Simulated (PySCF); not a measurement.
## Radial density of Be+ (beryllium, charge +1)

TPSS, [He] 2s1, 2S determinant. All numbers are calculated (PySCF 2.14, the non-relativistic Hamiltonian (point nucleus), in aug-cc-pVDZ (4s3p2d, 23 functions)).

```
r (bohr)  4πr²ρ (e/bohr)  4πr²(ρα − ρβ)
 0.00835         0.02852         0.0006
  0.0141         0.07746         0.0015
  0.0236          0.2023         0.0039
  0.0398          0.5046         0.0099
  0.0669           1.151         0.0227
   0.112           2.283         0.0450
   0.189           3.573         0.0675
   0.318           3.817         0.0569
   0.535           2.195         0.0044
   0.900          0.5607         0.0860
    1.51          0.4398         0.4184
    2.55          0.3777         0.3776
    4.28         0.04773         0.0477
    7.21       0.0004994         0.0005
    12.1       1.001e-05         0.0000
```
